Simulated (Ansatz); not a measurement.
`B[Si](C)(O)F` + HCl → `B[Si](O)(F)Cl` + CH₄ at 500 K and 1 bar (ligand exchange at the Si–C bond).

Computed with Ansatz on PBE0-D4/def2-TZVP structures; ΔE is electronic, products minus reactants. CBS: MP2 limit from def2 TZ/QZ plus the TZ coupled-cluster correction, frozen cores. This one scheme is used for every species. One conformer a species, not always the lowest.

```json
{"species": "`B[Si](C)(O)F`", "CCSD(T)/CBS energy (Eh)": "-530.60219", "H − E (kJ/mol)": "247.1", "S (J/(mol·K))": "437.2"}
{"species": "HCl", "CCSD(T)/CBS energy (Eh)": "-460.38127", "H − E (kJ/mol)": "32.5", "S (J/(mol·K))": "201.9"}
{"species": "`B[Si](O)(F)Cl`", "CCSD(T)/CBS energy (Eh)": "-950.56525", "H − E (kJ/mol)": "150.0", "S (J/(mol·K))": "412.9"}
{"species": "CH₄", "CCSD(T)/CBS energy (Eh)": "-40.46206", "H − E (kJ/mol)": "135.6", "S (J/(mol·K))": "206.8"}
```

H − E and S are ideal-gas, rigid-rotor, harmonic terms from PBE0-D4/def2-TZVP, for one conformer and one mirror image of each species. 1 Eh = 2625.50 kJ/mol, R = 8.31446 J/(mol·K).

Question: By hand: ΔE, ΔH, ΔS and ΔG.

Answer: ΔE = (-950.56525) + (-40.46206) − (-530.60219) − (-460.38127) = -0.04385 Eh = -115.1 kJ/mol. Δ(H − E) = 150.0 + 135.6 − 247.1 − 32.5 = 6.0, so ΔH = -109.1 kJ/mol. ΔS = 412.9 + 206.8 − 437.2 − 201.9 = -19.4 J/(mol·K). ΔG = -109.1 − 500 × (-19.4)/1000 = -99.4 kJ/mol.

Question: By hand: the equilibrium constant, and the temperature at which ΔG would vanish if ΔH and ΔS stayed fixed.

Answer: log₁₀ K = −ΔG/(RT ln 10) = 10.4. ΔG = 0 at ΔH/ΔS = 5624 K, far beyond where these terms or the molecules hold.

ΔH outweighs TΔS. A doubt of 5 kJ/mol in ΔE shifts log₁₀ K by 0.5 here. Other conformers and mirror images would add mixing entropy, several J/(mol·K) or more a flexible species. Modes under 60 cm⁻¹, often nearly free rotors, make the harmonic entropy too high. These are equilibria of isolated gas molecules and say nothing of rates. Largest T1 diagnostic: 0.011 (customary marks: 0.02 for closed shells, 0.045 for open ones).
